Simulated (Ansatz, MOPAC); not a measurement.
Series GeXY, Y = chloro, computed as singlets and as triplets. Isolated molecules, 0 K electronic values unless said otherwise. One relaxed conformer stands for each flexible species; it need not be the lowest. Strings in code marks are SMILES.

Quantity: adiabatic spin-state energy, in kJ/mol. Semi-empirical values (MOPAC) are differences of heats of formation.

Level 1: B3LYP/cc-pVTZ // B3LYP-D3(BJ)/def2-TZVP (Ansatz, a program for electronic structure)
Level 2: HSE06/cc-pVTZ // B3LYP-D3(BJ)/def2-TZVP (Ansatz)
Level 3: PBE/cc-pVTZ // B3LYP-D3(BJ)/def2-TZVP (Ansatz)
Level 4: PM7 // B3LYP-D3(BJ)/def2-TZVP (MOPAC)

```csv
species,level 1,level 2,level 3,level 4
`[Cl][Ge][Cl]`: multiplicity 3 minus multiplicity 1,265.1,246.2,256.6,246.1
`[OH][Ge][Cl]`: multiplicity 3 minus multiplicity 1,277.2,258.6,266.0,231.2
`C=[CH][Ge][Cl]`: multiplicity 3 minus multiplicity 1,176.8,157.9,161.7,97.4
```
